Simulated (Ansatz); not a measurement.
A run for Ansatz (a first-principles code): U-wB97X-V/cc-pV(T+d)Z on BP, 2S+1 = 3, a point of a bond scan (R = 4.004 Å). Files ending in .json are basis or fitting sets from the Basis Set Exchange.

Ansatz 0.2 input:
```yaml
crystal:
  periodic: [false, false, false]
  atoms:
    - {symbol: B, position_ang: [-0.00000000, -0.00000000, -1.30581159]}
    - {symbol: P, position_ang: [0.00000000, 0.00000000, 2.69867729]}
basis:
  gaussian:
    orbitals: cc-pV_T+d_Z.json
hamiltonian:
  xc: {name: wB97X-V}
magnetization: {spin_polarized: true, initial_magnetization: 2}
```

The log:

```
WARN ansatz: RAYON_NUM_THREADS=1 ignored (pool sized by the plan → 1); use --threads N
Functional definition: wB97X-V
integrals: 0.02 GiB planned
525 factors; their error is unknown
integrals: 0.05 GiB planned
84 factors; integrals over basis functions are off by at most 1.6e-4 eV
mean field: 0.23 GiB planned
mean field evaluation 1: about -9950.7677 eV, gradient 1.2e1 eV
mean field evaluation 2: about -9884.2613 eV, gradient 6.4e1 eV
mean field evaluation 4: about -9954.2206 eV, gradient 3.4e0 eV
mean field evaluation 8: about -9952.3015 eV, gradient 5.8e0 eV
mean field evaluation 16: about -9955.6415 eV, gradient 1.3e-5 eV
mean field evaluation 32: about -9955.6415 eV, gradient 1.5e-3 eV
mean field -9955.64154023 eV, -365.8630784273 hartree, gradient 3.1e-6 eV, S^2 2.948741; 2 other end points of the search recorded, 0 dependent functions left out
reference -9955.64154096 eV, -365.8630784539 hartree; 11, 9 occupied and 58, 60 virtual orbitals, 525 factors
Total energy: -9955.64154096 eV, -365.8630784539 hartree
```

The run converged. Its determinant has ⟨S²⟩ = 2.95, a mixture of spin states.

Cost: around 9 core-seconds (rough).
